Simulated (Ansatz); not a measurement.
The same redistribution along the group Mg, Zn, Cd.

Computed with Ansatz on PBE0-D4/def2-TZVP structures; ΔE is electronic, products minus reactants. CCSD(T)/CBS is the MP2 limit (def2-TZVPP, def2-QZVPP) plus CCSD(T) − MP2 in def2-TZVPP, frozen cores. DFT in def2-TZVPP. def2 core potentials past Kr. For Cd, Ge, Mg, Zn outer-core shells are correlated without core-valence functions, which leaves a few kJ/mol of doubt a bond. Scalar relativity is left out up to krypton. Each species was taken in one conformer, which may not be the lowest.

```tsv
reaction	r2SCAN-D4 (kJ/mol)	B97M-V (kJ/mol)	PBE-D4 (kJ/mol)	ωB97M-V (kJ/mol)	CCSD(T)/CBS(def2) (kJ/mol)
`[OH][Mg][O][SiH3]` + `[F][GeH2][O][SiH3]` → `[SiH3][O][Mg][O][SiH3]` + `[OH][GeH2][F]`	-23	-26	-23	-21	-25
`[OH][Zn][O][SiH3]` + `[F][GeH2][O][SiH3]` → `[SiH3][O][Zn][O][SiH3]` + `[OH][GeH2][F]`	-7	-7	-5	-7	-7
`[OH][Cd][O][SiH3]` + `[F][GeH2][O][SiH3]` → `[SiH3][O][Cd][O][SiH3]` + `[OH][GeH2][F]`	-6	-7	-5	-8	-5
```

Largest T1 diagnostic: 0.016, for `[OH][Zn][O][SiH3]`.
